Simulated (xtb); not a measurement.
xtb input:

```bash
xtb mol.xyz --gfn 1 --sp --chrg 1 --uhf 0
```
mol.xyz:
```
7

B      0.19188532     0.04018903    -0.00738233
F      0.49137223     1.28607139     0.12633432
F      1.00036724    -0.94777659    -0.17602008
N     -1.32709041    -0.30352131     0.04363854
H     -1.85219673     0.22109242    -0.66694071
H     -1.73708002    -0.03968600     0.94844402
H     -1.50617220    -1.30235569    -0.10288952
```

**Question.** Which total energy does the run end on?

**Answer.** -16.14550 Eh (GFN1-xTB).

It need not be the lowest isomer of its formula.
